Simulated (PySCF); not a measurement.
These 2 structures share the formula C6H13S (doublet state). Computed, not measured: PBE0-D3(BJ)/def2-SVP geometry optimisation, gas phase (PySCF 2.14.0). Energies are electronic, without zero-point or thermal terms, for one conformer each. No frequencies were run at this level. Point groups hold within 0.08 Å. The open-shell SCF solutions weren't tested for stability.

**Question.** Rank from lowest to highest electronic energy at this level (kcal/mol).
A. `[CH2:1][CH2:2][S:3][C@H:4]([CH3:5])[CH2:6][CH3:7]` (doublet state) with H–C1–C2–S3 -71° and 97°, C1–C2–S3–C4 -61°, C2–S3–C4–C5 -65°, S3–C4–C6–C7 -175°
B. `[CH3:1][CH:2][S:3][C@H:4]([CH3:5])[CH2:6][CH3:7]` (doublet state) with C1–C2–S3–C4 171°, C2–S3–C4–C5 -72°, S3–C4–C6–C7 -65°

**Answer.** B (0.0), A (9.5).

Both arise from one parent by loss of a hydrogen atom (C[CH]S[C@H](C)CC: H removed from sp3 C; [CH2]CS[C@H](C)CC: H removed from sp3 C), so the differences are those of the electronic X–H dissociation energies at this level.

| SMILES | E (Eh) | E rel (kcal/mol) | dipole (D) | point group | A, B, C (MHz) | ⟨S²⟩ |
| --- | --- | --- | --- | --- | --- | --- |
| C[CH]S[C@H](C)CC | -633.90374 | 0.0 | 1.23 | C1 | 3627, 1195, 980.9 | 0.755 |
| [CH2]CS[C@H](C)CC | -633.88867 | 9.5 | 1.41 | C1 | 3740, 1141, 1082 | 0.756 |

**Question.** How do the relative energies change in single points at B3LYP/IGLO-III on C S, pcH-1 on H (no added dispersion term) on the same geometries?

**Answer.** 
```tsv
SMILES	PBE0-D3(BJ)/def2-SVP (kcal/mol)	B3LYP/IGLO-III on C S, pcH-1 on H (kcal/mol)	shift
C[CH]S[C@H](C)CC	0.0	0.0	0.0
[CH2]CS[C@H](C)CC	9.5	9.3	-0.2
```

Each column counts from its own lowest isomer. The order is unchanged; the largest shift is 0.2 kcal/mol.
